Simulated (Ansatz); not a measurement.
HgSe₂⁻ was relaxed with r2SCAN-D4 (def2-TZVPD) in Ansatz in these states: charge -1 doublet, charge -1 quartet. The geometries follow in no particular order.

In the def2 sets Hg takes a core potential; there is no spin–orbit coupling.

A:

```xyz
3

Hg   -1.991   -0.399    0.439
Se    1.320   -0.528    0.594
Se    0.671    0.927   -1.033
```

B:

```tsv
atom	x (Å)	y (Å)	z (Å)
Hg1	-1.471	0.040	2.309
Se2	-0.365	0.118	-0.538
Se3	1.836	-0.157	-1.771
```

Q: Judge from the bond lengths which geometry belongs to which state (an estimate).

A: A is the charge -1 doublet (Se2–Se3 2.277 Å); B is the charge -1 quartet (Se2–Se3 2.538 Å).

At r2SCAN-D4/def2-TZVPD the highest occupied level of the charge -1 doublet lies above zero (up to 0.07 eV). By energy differences its removal costs 2.43 eV (vertical, to the charge 0 triplet, at r2SCAN-D4/def2-TZVPD); a positive level beside a positive removal energy at the same level points to self-interaction error. At r2SCAN-D4/def2-TZVPD the highest occupied level of the charge -1 quartet lies above zero (up to 0.80 eV). It is a level of α spin, whose loss leaves a triplet; that state wasn't run at this geometry and level. The electron is either unbound and held by the finite basis, or the level is raised by self-interaction error. At PBE0-D4/def2-TZVPD a doublet lies 1.79 eV below the charge -1 quartet. These are the stationary points nearest to one start from a short search; other shapes may lie lower in each state.
